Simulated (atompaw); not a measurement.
# oxygen (O) PAW (atompaw): all-electron and pseudo phase curves

oxygen, PAW, made with atompaw 4.2.0.5 (PBEsol, scalar-relativistic). Core [He], reference 2s1 2p5. Waves: 2s (bound): rc 2.35 bohr; 2s channel at 2.1 Ry: rc 2.35 bohr; 2p (bound): rc 2.35 bohr; 2p channel at -0.3 Ry: rc 2.35 bohr. Local part: vpsmatchnc scheme with l = 2 at 1 Ry, radius 2.15 bohr. Core correction: smooth core density matched at 1.65 bohr. Augmentation charge: sinc compensation charge, radius 2.35 bohr; PAW radius 2.35 bohr; waves and projectors: custom rrkj gramschmidtortho.

The phase is arctan(r·u′/u) with u = r·R(r), unwrapped; energies in Ry, scanned from -4 to 5 Ry. A pole is an energy at which the radial function vanishes at the test radius. The pseudo phase is shifted by a multiple of π to meet the all-electron one at the reference energy, and phase errors are pseudo minus all-electron; the curves can meet again beyond the range given. Levels narrower than the energy grid can be missing from the lists of poles.

Problem. For each channel, where are the poles, and over which energies does the pseudopotential scatter like the atom?

Solution.

```csv
channel,radius (bohr),reference energy (Ry),"poles, all-electron","poles, pseudo",unbroken range about the reference energy with phases within 0.05 rad,phase error 1 Ry above the reference energy (rad)
s,2.35,-1.78,"-1.59, 4.92","-1.59, 4.76",the whole range,-0.003
p,2.35,-0.69,-0.42,"-0.42, 3.34",below 1.1,-0.002
```

Phases in the s channel:

| E (Ry) | all-electron | pseudo |
| --- | --- | --- |
| -4.00 | 1.334 | 1.332 |
| -3.52 | 1.310 | 1.308 |
| -3.04 | 1.273 | 1.271 |
| -2.56 | 1.198 | 1.195 |
| -2.08 | 0.816 | 0.811 |
| -1.60 | -1.565 | -1.565 |
| -1.12 | -1.766 | -1.768 |
| -0.64 | -1.855 | -1.858 |
| -0.16 | -1.944 | -1.947 |
| 0.32 | -2.070 | -2.075 |
| 0.80 | -2.303 | -2.309 |
| 1.28 | -2.824 | -2.831 |
| 1.76 | -3.667 | -3.669 |
| 2.24 | -4.180 | -4.181 |
| 2.72 | -4.407 | -4.409 |
| 3.20 | -4.526 | -4.529 |
| 3.68 | -4.600 | -4.605 |
| 4.16 | -4.652 | -4.659 |
| 4.64 | -4.692 | -4.703 |
